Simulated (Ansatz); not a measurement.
Reaction (formal exchange of groups at a B–C bond): `OB(Cl)C[SiH3]` + `CCl` → `OB(Cl)CCl` + `C[SiH3]`

Calculated with Ansatz (gas phase, PBE0-D4/def2-TZVP geometries, no zero-point term in ΔE). CCSD(T)/CBS adds triple-zeta CCSD(T) − MP2 to the extrapolated MP2 energy (def2 sets, frozen cores). This one scheme is used for every species. Functionals use def2-TZVPP. Each species was taken in one conformer, which may not be the lowest.

```tsv
level	ΔE (kJ/mol)
B2PLYP	6.7
SCS-MP2/def2-TZVPP	9.6
```

What does CCSD(T)/CBS give? (An estimate is asked.)

Ansatz gave: +8.5 kJ/mol. The listed levels differ from it by -1.8, 1.1 kJ/mol.

Largest T1 diagnostic among the species: 0.012.

Leaving LDA and LC-ωPBE aside and taking each functional with its dispersion term where it has one, the values, not all of them listed here, spread over 3.5 kJ/mol, from BLYP-D4 to BHLYP-D4. LDA lies −4.0 kJ/mol from PBE without D4. From BLYP to BHLYP (50 % exact exchange), in def2-TZVPP and without D4, ΔE moves by +3.1 kJ/mol.
